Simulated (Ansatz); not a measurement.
Cartesian coordinates in Å:
```
O -0.987 1.460 1.780
C -0.421 0.710 0.822
C -1.049 -0.475 0.439
C -0.444 -1.223 -0.547
C 0.747 -0.780 -1.114
C 1.276 0.409 -0.655
N 0.708 1.147 0.297
H -0.408 2.225 1.899
H -1.975 -0.775 0.912
H -0.897 -2.152 -0.876
H 1.248 -1.343 -1.891
H 2.204 0.798 -1.065
```

Charge 0, multiplicity 1.

Problem. List the B3LYP/def2-TZVPP orbital energies in eV (the Gaussian-basis code of Ansatz). (Estimate.)

Solution. Ansatz gave: Occupied: -521.48, -389.58, -279.46, -277.96, -277.51, -277.14, -277.02, -29.58, -25.80, -22.18, -20.78, -17.83, -17.32, -15.30, -14.25, -13.33, -12.33, -12.16, -11.48, -11.04, -10.29, -9.90, -8.14, -7.65, -6.74. Lowest empty: -1.00, -0.26, 1.22, 1.34, 2.12, 2.64, 2.95, 3.12.

B3LYP here is the variant with VWN-RPA as its local correlation; programs differ in this.
